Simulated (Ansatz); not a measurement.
Isolated molecules relaxed with PBE0-D4/def2-TZVP in Ansatz; ΔE leaves out vibrations. CCSD(T)/CBS adds triple-zeta CCSD(T) − MP2 to the extrapolated MP2 energy (def2 sets, frozen cores). Functionals use def2-TZVPP. B3LYP here is the variant with VWN-RPA as its local correlation; programs differ in this. For Ge outer-core shells are correlated without core-valence functions, which leaves a few kJ/mol of doubt a bond. Scalar relativity is left out up to krypton. Each species was taken in one conformer, which may not be the lowest.

`O[SiH](F)S[SiH2]Cl` + `[AlH2][GeH3]` → `O[SiH](F)[AlH2]` + `Cl[SiH2][S][GeH3]`  (redistribution)

```json
{"level": "PBE-D4", "ΔE (kJ/mol)": "67.6", "difference from CCSD(T)/CBS": "-1.7"}
{"level": "r2SCAN-D4", "ΔE (kJ/mol)": "76.3", "difference from CCSD(T)/CBS": "7.0"}
{"level": "PBE0-D4", "ΔE (kJ/mol)": "68.9", "difference from CCSD(T)/CBS": "-0.4"}
{"level": "B3LYP-D4", "ΔE (kJ/mol)": "69.1", "difference from CCSD(T)/CBS": "-0.2"}
{"level": "ωB97X-V", "ΔE (kJ/mol)": "66.6", "difference from CCSD(T)/CBS": "-2.7"}
{"level": "ωB97M-V", "ΔE (kJ/mol)": "74.0", "difference from CCSD(T)/CBS": "4.7"}
{"level": "B2PLYP", "ΔE (kJ/mol)": "67.0", "difference from CCSD(T)/CBS": "-2.3"}
{"level": "PBE", "ΔE (kJ/mol)": "64.9", "difference from CCSD(T)/CBS": "-4.4"}
{"level": "r2SCAN", "ΔE (kJ/mol)": "75.5", "difference from CCSD(T)/CBS": "6.2"}
{"level": "PBE0", "ΔE (kJ/mol)": "66.4", "difference from CCSD(T)/CBS": "-2.9"}
{"level": "B3LYP", "ΔE (kJ/mol)": "64.7", "difference from CCSD(T)/CBS": "-4.6"}
{"level": "HF/def2-TZVPP", "ΔE (kJ/mol)": "61.6", "difference from CCSD(T)/CBS": "-7.7"}
{"level": "MP2/def2-TZVPP", "ΔE (kJ/mol)": "70.2", "difference from CCSD(T)/CBS": "0.9"}
{"level": "SCS-MP2/def2-TZVPP", "ΔE (kJ/mol)": "65.5", "difference from CCSD(T)/CBS": "-3.8"}
{"level": "CCSD/def2-TZVPP", "ΔE (kJ/mol)": "67.0", "difference from CCSD(T)/CBS": "-2.3"}
{"level": "CCSD(T)/def2-TZVPP", "ΔE (kJ/mol)": "67.7", "difference from CCSD(T)/CBS": "-1.6"}
{"level": "HF/def2-QZVPP", "ΔE (kJ/mol)": "61.3", "difference from CCSD(T)/CBS": "-8.0"}
{"level": "MP2/def2-QZVPP", "ΔE (kJ/mol)": "71.0", "difference from CCSD(T)/CBS": "1.7"}
{"level": "SCS-MP2/def2-QZVPP", "ΔE (kJ/mol)": "66.0", "difference from CCSD(T)/CBS": "-3.3"}
{"level": "HF/CBS(def2)", "ΔE (kJ/mol)": "61.3", "difference from CCSD(T)/CBS": "-8.0"}
{"level": "MP2/CBS(def2)", "ΔE (kJ/mol)": "71.8", "difference from CCSD(T)/CBS": "2.5"}
{"level": "CCSD/CBS(def2)", "ΔE (kJ/mol)": "68.5", "difference from CCSD(T)/CBS": "-0.8"}
{"level": "CCSD(T)/CBS", "ΔE (kJ/mol)": "69.3", "difference from CCSD(T)/CBS": "0"}
```

Largest T1 diagnostic among the species: 0.012.

In def2-TZVPP, CCSD(T) changes the Hartree–Fock value by +6.2 kJ/mol (the triples alone add +0.8 kJ/mol) and MP2 by +8.7 kJ/mol. The D4 term adds +4.4 kJ/mol with B3LYP and +2.5 kJ/mol with PBE0; it sums over pairs of atoms, weighted by their polarisabilities, and B3LYP, whose exchange is more repulsive, gets the larger term.
